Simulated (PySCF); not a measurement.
**Relaxation of singlet GeF2**

Method: PBE0/[Ge def2-TZVP, F def2-TZVP], no relativity, density fitting, PySCF. A (50,194) grid was used.

A start displaced from a saddle point along its imaginary mode, of C2v symmetry, held to at least that symmetry:

```xyz
3
charge 0 multiplicity 1, angstrom
Ge    0.0017    0.0617    0.0000
F    -0.0034   -0.1200    1.8312
F    -0.0034   -0.1200   -1.8312
```

Optimiser trace:
```csv
step,E − E(last) (kJ/mol),largest gradient (Eh/bohr)
0,169.24,0.01591
1,140.84,0.02598
2,94.90,0.03691
3,56.96,0.04910
4,11.46,0.02114
5,1.01,0.00776
6,0.03,0.00202
7,0.00,0.00090
8,0.00,0.00015
```

It ends at C2v with Ge–F 1.745 Å (×2); F–Ge–F 97.1° (after a last refinement on a finer grid). A frequency run shows a minimum. Other isomers or separated fragments may lie lower.

The relaxation took about 30 core-seconds on a shared host.
